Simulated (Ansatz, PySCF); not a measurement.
Species: B$_{2}$H$_{4}$, charge 0, multiplicity 1. 
Coordinates optimised at B3LYP-D3(BJ)/def2-TZVP (Ansatz, a first-principles code):
SMILES: BB
```xyz
6

B      0.0005     0.0106     0.8133
B     -0.0005    -0.0106    -0.8133
H      1.0141     0.0110     1.4491
H     -1.0125     0.0267     1.4501
H      0.0070     0.9944    -1.4628
H     -0.0087    -1.0321    -1.4364
```

Total electronic energies in hartree. Cores are frozen in the correlated levels unless marked. No spin-orbit coupling. No relativistic terms. FCI takes restricted orbitals. CBS marks a two-point X^-3 extrapolation of the correlation energy; Hartree-Fock from the larger set. [CCSD(T)-MP2]/basis is that difference in the basis named.

| level | program | energy (Eh) |
|---|---|---|
| HF/aug-cc-pVDZ | Ansatz | -51.63695 |
| HF/def2-TZVPPD | Ansatz | -51.65218 |
| PBE-D4/def2-TZVPD | Ansatz + dftd4 | -51.94437 |
| BP86-D3(BJ)/def2-TZVPD | PySCF + dftd3 | -52.04056 |
| r2SCAN/def2-TZVPD | Ansatz | -52.00225 |
| BHLYP-D4/def2-TZVPD | Ansatz + dftd4 | -52.02563 |
| MP2/def2-TZVPP | Ansatz | -51.85589 |
| MP2/CBS(def2-TZVPP,def2-QZVPP) | Ansatz | -51.8811 |
| RI-MP2/def2-QZVPP | Ansatz | -51.87155 |
| RI-MP2/CBS(aug-cc-pVTZ,aug-cc-pVQZ) | Ansatz | -51.8815 |
| CCSD(T)/aug-cc-pVTZ | Ansatz | -51.89954 |
| CCSD(T)/cc-pVQZ | Ansatz | -51.91071 |
| FCI/STO-3G | Ansatz | -51.10186 |
| RI-MP2/CBS(def2-TZVPP,def2-QZVPP)+[CCSD(T)-MP2]/def2-TZVPP | Ansatz | -51.9229 |
| CCSD(T)/CBS(def2-TZVPPD,def2-QZVPPD) | Ansatz | -51.9179 |

Totals of different functionals don't rank their quality; only differences between species are comparable.
